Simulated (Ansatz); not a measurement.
A nudged elastic band was laid between two geometries of Cl2H2Sn + H3P (9 atoms, charge 0, multiplicity 1).

Theory: RKS PBE0/def2-SVP (Ansatz 0.2.0).

| Item | Value |
| --- | --- |
| movable images | 7 |
| climbing image | yes |
| spring | 5.0 eV/Å² |
| optimiser | quadratic models (default) |
| start path | through a guess of the saddle point |
| force threshold | 0.03 eV/Å |
| iteration limit | 60 |
| end points | relaxed |

Image 0:

```xyz
9
Properties=species:S:1:pos:R:3
Sn -0.287 0.423 -0.250
H -0.173 0.353 1.446
Cl 1.890 0.401 -1.123
H -1.105 1.735 -0.964
Cl -1.346 -1.539 -0.982
P 1.936 -3.149 1.543
H 0.689 -3.162 0.848
H 2.489 -2.147 0.689
H 1.485 -2.195 2.506
```

Image 8:

```xyz
9
Properties=species:S:1:pos:R:3
Sn 0.500 -0.427 -0.546
H -0.517 -0.423 3.157
Cl 1.957 0.447 -2.171
H -0.257 0.899 0.218
Cl -1.187 -1.585 -1.712
P 1.837 -2.014 0.858
H 0.713 -2.885 1.004
H 2.313 -2.685 -0.310
H 0.220 -0.607 3.216
```

Problem. What changes between the two ends?

Solution. Bonds broken: Sn1–H2, P6–H9. Bonds formed: Sn1–P6, H2–H9. Cl2H2Sn + H3P becomes Cl2H3PSn + H2.

Problem. What energy profile does the band end with?

Solution. It converged. The highest image is number 3 of 0 to 8, 2.63 eV above the first end and 2.77 eV above the last; the last end lies 0.14 eV below the first. Neighbouring images differ by up to 2.1 eV, so the band resolves the path poorly. A vibrational analysis at the climbing image gives one clearly imaginary mode, 1757i cm⁻¹: a first-order saddle point. The orbitals stay closed-shell, which can raise the energy where a bond breaks towards radicals; this wasn't checked here.

| image | path coordinate (Å) | energy (eV) | Sn1–H2 (Å) | P6–H9 (Å) | Sn1–P6 (Å) |
| --- | --- | --- | --- | --- | --- |
| 0 | 0.00 | 0.00 | 1.70 | 1.43 | 4.57 |
| 1 | 0.87 | 0.04 | 1.70 | 1.43 | 4.18 |
| 2 | 1.75 | 0.49 | 1.72 | 1.44 | 3.52 |
| 3 | 2.62 | 2.63 | 1.95 | 1.72 | 2.86 |
| 4 | 3.48 | 0.80 | 2.45 | 2.23 | 2.58 |
| 5 | 4.33 | 0.07 | 2.94 | 2.62 | 2.52 |
| 6 | 5.19 | -0.12 | 3.57 | 3.09 | 2.51 |
| 7 | 6.05 | -0.14 | 3.98 | 3.22 | 2.51 |
| 8 | 6.90 | -0.14 | 3.84 | 3.19 | 2.51 |

Problem. What is the geometry of the highest image?

Solution. 
```xyz
9
Properties=species:S:1:pos:R:3
Sn 0.129 -0.243 -0.053
H 0.086 0.037 1.879
Cl 2.193 0.349 -1.073
H -0.756 1.204 -0.325
Cl -1.424 -1.820 -0.924
P 1.464 -2.358 1.330
H 0.674 -3.309 0.639
H 2.569 -2.222 0.455
H 0.644 -0.919 1.785
```

The run took 7.2 min on 2 threads of Arm Neoverse V2, on a shared host, peak memory 0.29 GiB.
